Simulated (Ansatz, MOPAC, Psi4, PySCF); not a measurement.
Molecule: BeHCl, net charge 0, singlet state. SMILES: [BeH][Cl]
Coordinates optimised at B3LYP-D3(BJ)/def2-TZVP (Ansatz, a program for electronic structure):
```
Be
H 1 1.3227
Cl 1 1.8058 2 180.00
```
Charge 0, spin multiplicity 1.

Quantity: vertical ionisation energy to the doublet, in eV. Terms: no spin-orbit coupling; non-relativistic; valence correlation only; six Cartesian d functions in 6-31G* and its kin unless marked 5d; dispersion terms only where a functional's name holds one; each state is the SCF solution reached for its charge and spin; open shells spin-unrestricted; 6-311+G** with 5d, 6d on Na to Ar in Ansatz. Basis-set limits of correlation are two-point, X^-3; Hartree-Fock from the larger set. Ab initio and DFT rows: single points at B3LYP-D3(BJ) geometries (Ansatz). Semi-empirical rows: differences of heats of formation at the shared geometry for vertical values.

Coupled cluster (Ansatz) is a level with limits of its own, used here on species with T1 under 0.025 (0.045 for open shells) and stable references: CCSD(T)/CBS(def2-TZVPPD,def2-QZVPPD).

Value to compare with, CCSD(T)/CBS(def2-TZVPPD,def2-QZVPPD) (Ansatz): 12.71 eV.

```json
[
 {"level": "PM6", "program": "MOPAC", "vertical ionisation energy to the doublet (eV)": "11.84", "difference": "-0.87"},
 {"level": "MNDO", "program": "MOPAC", "vertical ionisation energy to the doublet (eV)": "12.70", "difference": "-0.01"},
 {"level": "HF/6-31G*", "program": "Ansatz", "vertical ionisation energy to the doublet (eV)": "11.43", "difference": "-1.28"},
 {"level": "HF/6-311+G**", "program": "Ansatz", "vertical ionisation energy to the doublet (eV)": "11.45", "difference": "-1.26"},
 {"level": "B3LYP/6-31G*", "program": "Ansatz", "vertical ionisation energy to the doublet (eV)": "12.19", "difference": "-0.52"},
 {"level": "wB97X-D/6-31G*", "program": "Psi4", "vertical ionisation energy to the doublet (eV)": "12.83", "difference": "0.12"},
 {"level": "MP2/6-31G*", "program": "Ansatz", "vertical ionisation energy to the doublet (eV)": "12.24", "difference": "-0.47"},
 {"level": "M06-2X/def2-TZVPD", "program": "PySCF", "vertical ionisation energy to the doublet (eV)": "12.80", "difference": "0.09"},
 {"level": "wB97M-V/def2-TZVPD", "program": "Ansatz", "vertical ionisation energy to the doublet (eV)": "12.51", "difference": "-0.20"},
 {"level": "wB97X-V/def2-TZVPD", "program": "Ansatz", "vertical ionisation energy to the doublet (eV)": "12.58", "difference": "-0.13"}
]
```

1 of the 7 habitual levels lie above CCSD(T)/CBS(def2-TZVPPD,def2-QZVPPD) (Ansatz); their mean absolute difference is 0.65 eV, the median 0.52.

The levels are drawn from those run, B3LYP/6-31G* more often than the rest, none by its result; runs whose electronic state is in doubt are left out.
